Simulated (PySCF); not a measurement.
A species of formula C6H5F3NP has this rotational fingerprint, computed with PBE0/pcSseg-1 in PySCF (dipole) on a GFN2-xTB geometry, gas phase:

* Rotational constants: A = 1854, B = 627.5, C = 512.0 MHz
* Dipole components: |μa| = 3.07 D, |μb| = 1.87 D, |μc| = 0.00 D
* Inertial defect: -90.77 u·Å²
* κ: -0.83

Question: Which candidate fits, each taken in the one conformer that was computed?
A. `Cc1pccnc1C(F)(F)F`
B. `CC1=PC=NC(C(F)(F)F)=C1`
C. `Cc1cpc(C(F)(F)F)cn1`

Answer: B. It is Cc1cc(C(F)(F)F)ncp1, an asymmetric top, point group Cs. The candidates at the same level (rigid rotor, commonest isotopes):

```
             SMILES  A (MHz)  B (MHz)  C (MHz)  μa (D)  μb (D)  μc (D)  Δ (u·Å²)  point group           rotor
Cc1cc(C(F)(F)F)ncp1     1854    627.5    512.0    3.07    1.87    0.00    -90.77           Cs  asymmetric top
Cc1cpc(C(F)(F)F)cn1     2137    615.5    522.7    3.11    0.95    0.04    -90.76      near Cs  asymmetric top
  Cc1pccnc1C(F)(F)F     1718    769.8    588.0    2.91    0.79    0.00    -91.13           Cs  asymmetric top
```

`Cc1cpc(C(F)(F)F)cn1` has A 15 % too high; `Cc1pccnc1C(F)(F)F` has B 23 % too high. In the right answer the mirror of this Cs structure is the ab plane, so μc vanishes by symmetry. No structure here is proved a minimum.

Conformer computed: `[CH3:1][c:2]1[cH:3][c:4]([C:5]([F:6])([F:7])[F:8])[n:9][cH:10][p:11]1`: C3–C4–C5–F6 -59°.
